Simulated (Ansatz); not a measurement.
Reaction (formal exchange of groups at the Sn–O bond): `[AlH2][O][SnH2][SiH3]` + fluoromethane → `F[CH2][SnH2][SiH3]` + `[OH][AlH2]`

Computed with Ansatz on PBE0-D4/def2-TZVP structures; ΔE is electronic, products minus reactants. CCSD(T)/CBS adds triple-zeta CCSD(T) − MP2 to the extrapolated MP2 energy (def2 sets, frozen cores). This one scheme is used for every species. Functionals use def2-TZVPP. B3LYP here is the variant with VWN-RPA as its local correlation; programs differ in this. def2 core potentials past Kr. For Sn outer-core shells are correlated without core-valence functions, which leaves a few kJ/mol of doubt a bond. Each species was taken in one conformer, which may not be the lowest.

`[AlH2][O][SnH2][SiH3]`:

```xyz
11

Al    1.223    1.718   -1.354
O    -0.366    1.201   -1.166
Sn   -1.448   -0.084   -0.155
Si    0.151   -1.447    1.324
H     2.354    1.024   -0.478
H     1.531    2.872   -2.391
H    -2.567    0.869    0.720
H    -2.261   -1.008   -1.342
H     1.153   -2.139    0.473
H    -0.620   -2.461    2.092
H     0.849   -0.544    2.276
```

`CF`:

Cartesian coordinates in Å:
```
C 0.022 -0.056 -0.011
F -0.469 1.207 0.230
H -0.381 -0.744 0.736
H 1.112 -0.034 0.055
H -0.283 -0.373 -1.010
```

`F[CH2][SnH2][SiH3]`:

Z-matrix (Å, degrees):
```
C
Sn 1 2.175
F 1 1.387 2 109.7
H 1 1.093 2 110.5 3 119.4
H 1 1.093 2 111.0 3 -119.7
Si 2 2.561 1 109.1 3 -45.9
H 2 1.713 1 107.5 3 -167.3
H 2 1.710 1 108.5 3 76.1
H 6 1.487 2 109.7 1 -55.1
H 6 1.487 2 110.3 1 -174.9
H 6 1.485 2 110.1 1 64.9
```

`[OH][AlH2]`:

Cartesian coordinates in Å:
```
O -1.177 -0.305 0.043
Al 0.399 0.302 -0.103
H -1.378 -1.165 0.407
H 1.627 -0.576 0.381
H 0.529 1.744 -0.728
```

Is it downhill or uphill in electronic energy at CCSD(T)/CBS, and by how much? (An estimate is asked.)

Computed: Uphill: ΔE = +67.5 kJ/mol.

What do these levels give: PBE-D4, r2SCAN-D4, B3LYP-D4, ωB97X-V, r2SCAN, PBE0, HF/def2-TZVPP, SCS-MP2/def2-TZVPP, CCSD(T)/def2-TZVPP, MP2/def2-QZVPP, SCS-MP2/def2-QZVPP, HF/CBS(def2)? (An estimate is asked.)

Ansatz gave: PBE-D4 57.0, r2SCAN-D4 65.4, B3LYP-D4 67.4, ωB97X-V 66.6, r2SCAN 64.9, PBE0 58.0, HF/def2-TZVPP 81.2, SCS-MP2/def2-TZVPP 71.3, CCSD(T)/def2-TZVPP 65.5, MP2/def2-QZVPP 68.5, SCS-MP2/def2-QZVPP 73.1, HF/CBS(def2) 84.2 kJ/mol.

Largest T1 diagnostic among the species: 0.014.

The D4 term adds +3.1 kJ/mol with B3LYP and +1.9 kJ/mol with PBE0; it sums over pairs of atoms, weighted by their polarisabilities, and B3LYP, whose exchange is more repulsive, gets the larger term. In def2-TZVPP, CCSD(T) changes the Hartree–Fock value by −15.6 kJ/mol (the triples alone add −0.4 kJ/mol) and MP2 by −14.7 kJ/mol.
